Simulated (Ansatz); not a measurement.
Program: Ansatz. Geometries: PBE0-D4/def2-TZVP. ΔE: electronic, gas phase. CBS: MP2 limit from def2 TZ/QZ plus the TZ coupled-cluster correction, frozen cores. def2 core potentials past Kr. For Sn outer-core shells are correlated without core-valence functions, which leaves a few kJ/mol of doubt a bond. One conformer a species, not always the lowest.

`FC[SiH2][SnH2][F]` + `C[SiH2]BS` → `FC[SiH2]BS` + `C[SiH2][SnH2][F]`  (redistribution)

| species | HF/def2-TZVPP energy (Eh) |
| --- | --- |
| `FC[SiH2][SnH2][F]` | -742.64684 |
| `C[SiH2]BS` | -753.15958 |
| `FC[SiH2]BS` | -852.03978 |
| `C[SiH2][SnH2][F]` | -643.76784 |

(1) Work out ΔE.

Largest T1 diagnostic among the species: 0.014.

Answers

(1) ΔE = (-852.03978) + (-643.76784) − (-742.64684) − (-753.15958) = -0.00120 Eh = -0.8 kcal/mol. CCSD(T)/CBS gives -1.0 kcal/mol.
